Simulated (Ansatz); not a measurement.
Q: Name a neutral molecule of B, Cl, O, Si and H with LUMO energy (PBE/def2-TZVPP) between -2.10 and -1.80 eV and HOMO–LUMO gap (B3LYP/def2-TZVPP) between 6.00 and 6.30 eV (Ansatz, PBE0-D4/def2-TZVP geometry).

A: `B[Si](O)([SiH3])Cl` (-2.06 eV, 6.12 eV). Other molecules can fit too; these were computed, each in one conformer that needn't be the lowest.

B3LYP here is the variant with VWN-RPA as its local correlation; programs differ in this.
